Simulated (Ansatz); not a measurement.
One change: `OB(Cl)O[SiH3]` becomes `C=COB(O)Cl`.

Ansatz, PBE0-D4/def2-TZVP geometries, multiplicity 1. Each molecule was computed in one conformer, which needn't be the lowest.

| property | `OB(Cl)O[SiH3]` |
| --- | --- |
| HOMO energy (PBE/def2-TZVPP) / eV | -7.61 |
| HOMO energy (PBE0/def2-TZVPP) / eV | -9.11 |
| HOMO energy (B3LYP/def2-TZVPP) / eV | -8.81 |
| LUMO energy (B3LYP/def2-TZVPP) / eV | -0.23 |
| HOMO–LUMO gap (PBE0/def2-TZVPP) / eV | 9.12 |
| HOMO–LUMO gap (ωB97M-V/def2-TZVPP) / eV | 13.03 |

Question: Give the same properties after the change, and the shifts. (Best estimate.)

Answer: Ansatz gave: 
```tsv
property	`C=COB(O)Cl`	shift
HOMO energy (PBE/def2-TZVPP) / eV	-6.16	1.45
HOMO energy (PBE0/def2-TZVPP) / eV	-7.32	1.79
HOMO energy (B3LYP/def2-TZVPP) / eV	-7.09	1.72
LUMO energy (B3LYP/def2-TZVPP) / eV	-0.19	0.04
HOMO–LUMO gap (PBE0/def2-TZVPP) / eV	7.37	-1.75
HOMO–LUMO gap (ωB97M-V/def2-TZVPP) / eV	11.57	-1.46
```

B3LYP here is the variant with VWN-RPA as its local correlation; programs differ in this.
